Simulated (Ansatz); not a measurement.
Relaxation of ClGaH$_{2}$ (4 atoms, charge 0, multiplicity 1), to a largest force component of 0.03 eV/Å in at most 50 steps.

These are results of RKS r2SCAN/def2-SVP in Ansatz 0.2.0, not measurements.

```xyz
4
Properties=species:S:1:pos:R:3:forces:R:3
Ga -0.164 0.000 -0.971 0.05 0.00 0.07
Cl 1.741 0.000 1.895 0.24 0.00 -1.07
H 2.110 0.000 0.611 -0.32 0.00 0.99
H -1.729 0.000 -0.404 0.03 0.00 0.01
```

**Question.** Where does it end, and by what steps?

**Answer.** The run converged. After 4 steps the energy has fallen by 0.044 eV; H3 moved furthest, 0.31 Å.

```
step  energy less start (eV)  largest force component (eV/Å)  accepted
   0                  0.0000                           1.069       yes
   1                 -0.0323                           0.280       yes
   2                 -0.0424                           0.176       yes
   3                 -0.0432                           0.113       yes
   4                 -0.0438                           0.020       yes
```

```xyz
4
Properties=species:S:1:pos:R:3
Ga 0.031 0.000 -0.866
Cl 1.613 0.000 1.793
H 1.827 0.000 0.486
H -1.513 0.000 -0.283
```

Run time: 18 s on 1 thread of Intel(R) Xeon(R) Platinum 8259CL CPU @ 2.50GHz (Skylake/Cascade Lake), on a shared host, peak memory 0.14 GiB.
